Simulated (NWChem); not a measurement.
Everything below was run with NWChem. System: sulfur trioxide (O$_{3}$S), charge 0, spin multiplicity 1, at a geometry optimised with PBE/def2-SVP. Level: MP2/STO-3G, 8 core orbitals frozen.

Job file:

```
start mol
memory heap 200 mb stack 900 mb global 1100 mb
geometry units angstroms nocenter noautoz
  O      0.000000     0.000000     1.469310
  S      0.000000     0.000000     0.000006
  O     -1.272457     0.000000    -0.734661
  O      1.272457     0.000000    -0.734661
  symmetry group C2v
end
basis spherical
  * library sto-3g
end
scf
  rhf
  nopen 0
  maxiter 100
  thresh 1e-7
  semidirect memsize 60000000 filesize 0
end
mp2
  freeze core 8
end
task mp2 energy
```

Output (cleaned and shortened):

```
             Northwest Computational Chemistry Package (NWChem) 7.3.0
             --------------------------------------------------------

                                NWChem Input Module
                                -------------------

 Scaling coordinates for geometry "geometry" by  1.889725989
 (inverse scale =  0.529177249)

 Turning off AUTOSYM since
 SYMMETRY directive was detected!

                             Geometry "geometry" -> ""
                             -------------------------

 Output coordinates in angstroms (scale by  1.889725989 to convert to a.u.)

  No.       Tag          Charge          X              Y              Z
 ---- ---------------- ---------- -------------- -------------- --------------
    1 O                    8.0000     0.00000000     0.00000000     1.46931000
    2 S                   16.0000     0.00000000     0.00000000     0.00000600
    3 O                    8.0000    -1.27245700     0.00000000    -0.73466100
    4 O                    8.0000     1.27245700     0.00000000    -0.73466100

 Effective nuclear repulsion energy (a.u.)     178.2223998048

            Nuclear Dipole moment (a.u.)
            ----------------------------
        X                 Y               Z
 ---------------- ---------------- ----------------
     0.0000000000     0.0000000000     0.0000000000

      Symmetry information
      --------------------

 Group name             C2v
 Group number             16
 Group order               4
 No. of unique centers     3

      Symmetry unique atoms

     1    2    3


 Summary of "ao basis" -> "" (spherical)
 ------------------------------------------------------------------------------
       Tag                 Description            Shells   Functions and Types
 ---------------- ------------------------------  ------  ---------------------
 *                           sto-3g                   on all atoms

 Summary of "ao basis" -> "ao basis" (spherical)
 ------------------------------------------------------------------------------
       Tag                 Description            Shells   Functions and Types
 ---------------- ------------------------------  ------  ---------------------
 O                           sto-3g                  3        5   2s1p
 S                           sto-3g                  5        9   3s2p

                                 NWChem SCF Module
                                 -----------------

  ao basis        = "ao basis"
  functions       =    24
  atoms           =     4
  closed shells   =    20
  open shells     =     0
  charge          =   0.00
  wavefunction    = RHF
  use symmetry    = T
  symmetry adapt  = T

 Summary of "ao basis" -> "ao basis" (spherical)
 ------------------------------------------------------------------------------
       Tag                 Description            Shells   Functions and Types
 ---------------- ------------------------------  ------  ---------------------
 O                           sto-3g                  3        5   2s1p
 S                           sto-3g                  5        9   3s2p

      Symmetry analysis of basis
      --------------------------

        a1         12
        a2          1
        b1          7
        b2          4

 Forming initial guess at       0.0s

      Superposition of Atomic Density Guess
      -------------------------------------

 Sum of atomic energies:        -614.44552624

      Non-variational initial energy
      ------------------------------

 Total energy =    -614.871000
 1-e energy   =   -1212.680013
 2-e energy   =     419.586613
 HOMO         =      -0.219160
 LUMO         =       0.133672

      Symmetry analysis of molecular orbitals - initial
      -------------------------------------------------

  Numbering of irreducible representations:

     1 a1          2 a2          3 b1          4 b2

  Orbital symmetries:

     1 a1          2 a1          3 a1          4 b1          5 a1
     6 a1          7 b1          8 b2          9 a1         10 a1
    11 b1         12 a1         13 b1         14 a1         15 b2
    16 a1         17 b1         18 b2         19 a2         20 b1
    21 b2         22 a1         23 b1         24 a1

 Starting SCF solution at       0.1s

 ----------------------------------------------
         Quadratically convergent ROHF

 Convergence threshold     :          1.000E-07
 Maximum no. of iterations :          100
 Final Fock-matrix accuracy:          1.000E-09
 ----------------------------------------------

              iter       energy          gnorm     gmax       time
             ----- ------------------- --------- --------- --------
                 1     -613.9678334794  1.83D+00  8.92D-01      0.1
                 2     -614.2690209473  4.22D-01  1.43D-01      0.1
                 3     -614.2820474178  8.93D-02  3.50D-02      0.1
                 4     -614.2825252477  3.64D-03  2.20D-03      0.1
                 5     -614.2825276210  6.81D-06  3.24D-06      0.1
                 6     -614.2825276210  6.66D-09  3.86D-09      0.1

       Final RHF  results
       ------------------

         Total SCF energy =   -614.282527620960
      One-electron energy =  -1205.789765638684
      Two-electron energy =    413.284838212942
 Nuclear repulsion energy =    178.222399804782

        Time for solution =      0.0s

       Symmetry analysis of molecular orbitals - final
       -----------------------------------------------

  Numbering of irreducible representations:

     1 a1          2 a2          3 b1          4 b2

  Orbital symmetries:

     1 a1          2 a1          3 a1          4 b1          5 a1
     6 a1          7 b1          8 b2          9 a1         10 a1
    11 b1         12 a1         13 b2         14 b1         15 a1
    16 b1         17 a1         18 b1         19 b2         20 a2
    21 b2         22 a1         23 b1         24 a1

             Final eigenvalues
             -----------------

              1
    1  -91.2391
    2  -20.2163
    3  -20.2162
    4  -20.2162
    5   -9.0941
    6   -6.7292
    7   -6.7292
    8   -6.7249
    9   -1.4560
   10   -1.2981
   11   -1.2981
   12   -0.7459
   13   -0.6476
   14   -0.5880
   15   -0.5880
   16   -0.3920
   17   -0.3753
   18   -0.3753
   19   -0.3401
   20   -0.3401
   21    0.1298
   22    0.3612
   23    0.6126
   24    0.6126

                       ROHF Final Molecular Orbital Analysis
                       -------------------------------------

 Vector   18  Occ=2.000000D+00  E=-3.753346D-01  Symmetry=b1
              MO Center= -2.2D-14,  4.6D-31,  2.3D-01, r^2= 2.6D+00
   Bfn.  Coefficient  Atom+Function         Bfn.  Coefficient  Atom+Function
  ----- ------------  ---------------      ----- ------------  ---------------
     3      0.666547  1 O  px                17      0.489372  3 O  px
    22      0.489372  4 O  px                12     -0.190901  2 S  px
    16     -0.154265  3 O  s                 21      0.154265  4 O  s

 Vector   19  Occ=2.000000D+00  E=-3.401435D-01  Symmetry=b2
              MO Center=  6.5D-11,  7.3D-21,  7.3D-01, r^2= 2.0D+00
   Bfn.  Coefficient  Atom+Function         Bfn.  Coefficient  Atom+Function
  ----- ------------  ---------------      ----- ------------  ---------------
     4      0.817443  1 O  py                18     -0.408727  3 O  py
    23     -0.408727  4 O  py

 Vector   20  Occ=2.000000D+00  E=-3.401411D-01  Symmetry=a2
              MO Center= -6.5D-11,  2.1D-16, -7.3D-01, r^2= 2.0D+00
   Bfn.  Coefficient  Atom+Function         Bfn.  Coefficient  Atom+Function
  ----- ------------  ---------------      ----- ------------  ---------------
    18      0.707930  3 O  py                23     -0.707930  4 O  py

 Vector   21  Occ=0.000000D+00  E= 1.298088D-01  Symmetry=b2
              MO Center=  1.2D-16, -2.4D-15,  4.5D-06, r^2= 2.0D+00
   Bfn.  Coefficient  Atom+Function         Bfn.  Coefficient  Atom+Function
  ----- ------------  ---------------      ----- ------------  ---------------
    13      0.760996  2 S  py                 4     -0.512075  1 O  py
    18     -0.512071  3 O  py                23     -0.512071  4 O  py
     9     -0.214783  2 S  py

 Vector   22  Occ=0.000000D+00  E= 3.612105D-01  Symmetry=a1
              MO Center= -1.0D-14,  2.4D-16,  4.0D-06, r^2= 2.0D+00
   Bfn.  Coefficient  Atom+Function         Bfn.  Coefficient  Atom+Function
  ----- ------------  ---------------      ----- ------------  ---------------
    11      0.995255  2 S  s                  5      0.612987  1 O  pz
    17     -0.530852  3 O  px                22      0.530852  4 O  px
    19     -0.306499  3 O  pz                24     -0.306499  4 O  pz
     2     -0.280189  1 O  s                 16     -0.280179  3 O  s
    21     -0.280179  4 O  s                  7     -0.171176  2 S  s

 Vector   23  Occ=0.000000D+00  E= 6.126320D-01  Symmetry=b1
              MO Center= -4.3D-13, -4.8D-17, -1.6D-01, r^2= 1.6D+00
   Bfn.  Coefficient  Atom+Function         Bfn.  Coefficient  Atom+Function
  ----- ------------  ---------------      ----- ------------  ---------------
    12      1.160987  2 S  px                17      0.475450  3 O  px
    22      0.475450  4 O  px                19      0.446532  3 O  pz
    24     -0.446532  4 O  pz                16      0.424438  3 O  s
    21     -0.424438  4 O  s                  3     -0.297956  1 O  px
     8     -0.277609  2 S  px

 center of mass
 --------------
 x =   0.00000000 y =   0.00000000 z =  -0.00000000

 moments of inertia (a.u.)
 ------------------
         184.969432763697           0.000000000000           0.000000000000
           0.000000000000         369.937048444419           0.000000000000
           0.000000000000           0.000000000000         184.967615680722

  Mulliken analysis of the total density
  --------------------------------------

    Atom       Charge   Shell Charges
 -----------   ------   -------------------------------------------------------
    1 O    8     8.42   2.00  1.96  4.46
    2 S   16    14.75   2.00  1.99  5.95  1.48  3.32
    3 O    8     8.42   2.00  1.96  4.46
    4 O    8     8.42   2.00  1.96  4.46

       Multipole analysis of the density wrt the origin
       ------------------------------------------------

     L   x y z        total         open         nuclear
     -   - - -        -----         ----         -------
     0   0 0 0     -0.000000      0.000000     40.000000

     1   1 0 0     -0.000000      0.000000      0.000000
     1   0 1 0     -0.000000      0.000000      0.000000
     1   0 0 1      0.000025      0.000000      0.000000

     2   2 0 0    -22.278342      0.000000     92.513239
     2   1 1 0     -0.000000      0.000000      0.000000
     2   1 0 1      0.000000      0.000000      0.000000
     2   0 2 0    -16.394543      0.000000      0.000000
     2   0 1 1      0.000000      0.000000      0.000000
     2   0 0 2    -22.278416      0.000000     92.514147

                   NWChem MP2 Semi-direct Energy/Gradient Module
                   ---------------------------------------------

  Basis functions       =     24
  Molecular orbitals    =     24
  Frozen core           =      8
  Frozen virtuals       =      0
  Active alpha occupied =     12
  Active beta occupied  =     12
  Active alpha virtual  =      4
  Active beta virtual   =      4
  Use MO symmetry       = T
  Use skeleton AO sym   = T

  AO/Fock/Back tols     =   1.0D-09  1.0D-09  1.0D-09

 GA uses MA = F    GA memory limited = T

 Available:
  local mem=  1.26D+08
 global mem=  1.44D+08
 local disk=  0.00D+00
  mp2_memr nvloc                     4
  nvloc new                     4
   1 passes of  12:        2097152                       1615                     49008.
   1 passes of  12: M    126155431           G      144178048           F     124058279.

 Semi-direct pass number   1 of   1  for RHF alpha+beta  at        0.1s
  vrange nnbf                   294
  mp2_eaftype                    10  avail_ma_in_mb                  1099
 EAF : mp2_eaftype filesize          10      24504.
  mp2_eaf for mointskh                     10
Node 0 wrote      0.1 Mb in      0.0 s     Agg I/O rate:  1002.9 Mb/s
 Done moints_semi at        0.2s
  mp2_eaftype                    10  avail_ma_in_mb                  1089
 EAF : mp2_eaftype filesize          10      24504.
  mp2_eaf for kh                    10
 Done maket at        0.2s
 Done multipass loop at        0.2s

          -------------------------------------------
          SCF energy                -614.282527620960
          Correlation energy          -0.233280360527
          Singlet pairs               -0.143387960282
          Triplet pairs               -0.089892400245
          Total MP2 energy          -614.515807981487
          -------------------------------------------

          ---------------------------------------------------
                    Spin Component Scaled (SCS) MP2
          Same spin pairs                     -0.059928266830
          Same spin scaling factor             0.333333333333
          Opposite spin pairs                 -0.173352093697
          Opposite spin scaling fact.          1.200000000000
          SCS-MP2 correlation energy          -0.227998601379
          Total SCS-MP2 energy              -614.510526222340
          ---------------------------------------------------

 -----------------------
 Performance information
 -----------------------

 Timer overhead =  1.93D-07 seconds/call

               Nr. of calls         CPU time (s)                 Wall time (s)                GFlops
             ---------------    -------------------     ------------------------------   -------------------
Name         Min   Avg   Max    Min     Avg     Max     Min     Avg     Max   Mx/calls   Min     Max     Sum
mp2: moin     1     1     1   9.46E-2 9.46E-2 9.46E-2  9.46E-2 9.46E-2 9.46E-2 9.46E-2   0.0     0.0     0.0
mp2: make     1     1     1   1.25E-3 1.25E-3 1.25E-3  1.25E-3 1.25E-3 1.25E-3 1.25E-3   0.0     0.0     0.0
mp2: tota     1     1     1   0.10    0.10    0.10     0.10    0.10    0.10    0.10      0.0     0.0     0.0

 The average no. of pstat calls per process was 3.00D+00
 with a timing overhead of 5.79D-07s

 Task  times  cpu:        0.2s     wall:        0.2s

 Total times  cpu:        0.2s     wall:        0.2s
```
